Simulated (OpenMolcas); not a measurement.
# 5d6 along the 74-electron sequence

```json
{"Program": "OpenMolcas", "Method": "SS-CASPT2, IPEA 0.25 Eh, imaginary shift 0.1 Eh", "Basis": "ANO-RCC-VTZP", "Scalar Hamiltonian": "DKH2, point nucleus", "Spin-orbit coupling": "RASSI with atomic mean-field integrals over the reference wave functions, term energies averaged over their components"}
```

Active space for each ion: 6 electrons in 5 orbitals (5d); closed shells correlated by CASPT2: 5s 5p.

Computed levels in cm-1 above 5D4:

```tsv
Level	Os2+	Pt4+	Au5+
5D3	4570	7760	9990
5D1	7040	11170	13820
5D0	7360	11210	13400
3H5	16970	35000	40870
3H6	17330	22610	25530
3F2(1)	20530	27060	30690
1S0(1)	22530	31400	36340
3D1	24290	32870	37620
3G5	25140	22070	24910
weight of 5D in the lowest level (%)	86	79	75
```

Mixed levels, with the weight of the term that names them: Os2+ 3H5 (50 %), Os2+ 1S0(1) (60 %), Os2+ 3D1 (71 %), Os2+ 3G5 (50 %), Pt4+ 5D0 (73 %), Pt4+ 3H5 (52 %), Pt4+ 3F2(1) (67 %), Pt4+ 1S0(1) (59 %), Pt4+ 3D1 (73 %), Pt4+ 3G5 (52 %), Au5+ 5D4 (75 %), Au5+ 5D0 (67 %), Au5+ 3H5 (53 %), Au5+ 3F2(1) (59 %), Au5+ 1S0(1) (58 %), Au5+ 3D1 (71 %), Au5+ 3G5 (53 %).

The fine-structure level 5D0 changes by a factor of 1.82 from Os2+ to Au5+. Its fourth root runs 9.26, 10.29, 10.76, with steps per unit of Z of 0.51, 0.47; equal steps would mean a (Z - σ)^4 law with constant σ.

3H5 changes by a factor of 2.41 over the same range, with steps per unit of Z of +9020, +5870 cm-1.

CASPT2 does not keep the components of a term degenerate, so their means are used; among the terms shown or strongly mixed into the levels shown the widest spread is 220 cm-1 (5d6 1I, Os2+). Configurations with an s electron lie low in 5d ions of this charge, fall among these levels and mix in, so low-spin terms can stand far too high, up to twice their true height, and weights are not those of the real levels (holds for Os2+). Levels of configurations outside the active space are missing.

A number in round brackets counts repeated terms of one configuration in the order of the reference energies.
